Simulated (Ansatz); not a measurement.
A nudged elastic band was laid between two geometries of FH6OPSi2 (11 atoms, charge 0, multiplicity 1).

The calculation used RKS PBE0/STO-3G (Ansatz 0.2.0).

```yaml
movable_images: 8
climbing_image: no
spring: 5.0 eV/Å²
optimiser: quadratic models (default)
start_path: through a guess of the saddle point
force_threshold: 0.03 eV/Å
iteration_limit: 60
end_points: relaxed
```

Initial state:

```xyz
11
Properties=species:S:1:pos:R:3
F -1.667 1.114 1.715
Si -0.976 1.949 0.485
O 0.257 1.001 -0.215
P -0.408 -0.446 -0.940
Si 0.975 -1.928 -0.013
H -2.013 2.319 -0.463
H -0.311 3.131 0.991
H 0.373 -0.355 -2.119
H 0.933 -3.150 -0.783
H 0.560 -2.230 1.335
H 2.342 -1.462 0.027
```

Final state:

```xyz
11
Properties=species:S:1:pos:R:3
F -1.090 1.460 1.912
Si -0.829 2.035 0.398
O 0.156 0.937 -0.459
P -0.664 -0.594 -0.671
Si 0.971 -1.930 0.040
H -2.116 2.259 -0.239
H -0.072 3.269 0.453
H -0.285 -0.743 -2.028
H 2.274 -1.510 -0.422
H 0.726 -3.268 -0.446
H 0.994 -1.972 1.482
```

Which bonds break or form, and what moves?

No bond is made or broken. The dihedral O3–P4–Si5–H11 goes from -41 to 81°. The two ends are copies of one structure, up to a mirror image or an exchange of like atoms.

Give the energies along the band, and the barrier.

It converged. The highest image is number 5 of 0 to 9, 3.7 kJ/mol above the ends, which have the same energy within 2 meV. No image climbed, so the highest image needn't sit at the top of the path. Limits of this set-up: minimal basis.

| image | path coordinate (Å) | energy (kJ/mol) | dihedral O3–P4–Si5–H11 (°) |
| --- | --- | --- | --- |
| 0 | 0.00 | 0.0 | -41 |
| 1 | 0.51 | 0.4 | -29 |
| 2 | 1.03 | 1.4 | -17 |
| 3 | 1.54 | 2.7 | -4 |
| 4 | 2.06 | 3.6 | 10 |
| 5 | 2.57 | 3.7 | 25 |
| 6 | 3.09 | 2.8 | 40 |
| 7 | 3.60 | 1.5 | 55 |
| 8 | 4.12 | 0.4 | 68 |
| 9 | 4.63 | 0.0 | 81 |

What is the geometry of the highest image?


```xyz
11
Properties=species:S:1:pos:R:3
F -0.931 1.204 1.890
Si -0.795 1.960 0.442
O 0.190 1.020 -0.587
P -0.586 -0.503 -0.958
Si 0.855 -1.886 0.052
H -2.129 2.174 -0.091
H -0.102 3.221 0.597
H 0.041 -0.631 -2.220
H 1.842 -2.427 -0.854
H 0.137 -2.995 0.633
H 1.543 -1.194 1.117
```

The run took 3.4 min on 1 thread of Arm Neoverse V1 (shared host), peak memory 0.12 GiB.
